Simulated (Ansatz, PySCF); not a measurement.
Gas-phase reaction in SMILES: CCC[CH]SCC → C[CH]CCCSC
Geometries: B3LYP-D3(BJ)/def2-TZVP minima from Ansatz (an electronic-structure program), one conformer each, not searched for the lowest.

Wanted: isomerisation energy (enthalpy at 298 K, with B3LYP-D3(BJ) rigid-rotor harmonic-oscillator terms from PySCF), in kJ/mol. Valence correlation only, unless marked. UHF or UKS for open shells. Spin-orbit coupling is left out. No relativistic terms. Basis-set limits of correlation are two-point, X^-3; Hartree-Fock from the larger set. [CCSD(T)-MP2]/basis is that difference in the basis named.

```
level                      program  isomerisation energy (kJ/mol)
------------------  --------------  -----------------------------
BLYP-D4/def2-TZVPD  Ansatz + dftd4                           32.1
PBE0/def2-TZVP              Ansatz                           25.3
```

Task: Predict the RI-MP2/CBS(cc-pV(T+d)Z,cc-pV(Q+d)Z)+[CCSD(T)-MP2]/cc-pV(T+d)Z result (Ansatz).

Result: 27.9 kJ/mol, so PBE0/def2-TZVP differs from it by -2.6 kJ/mol.
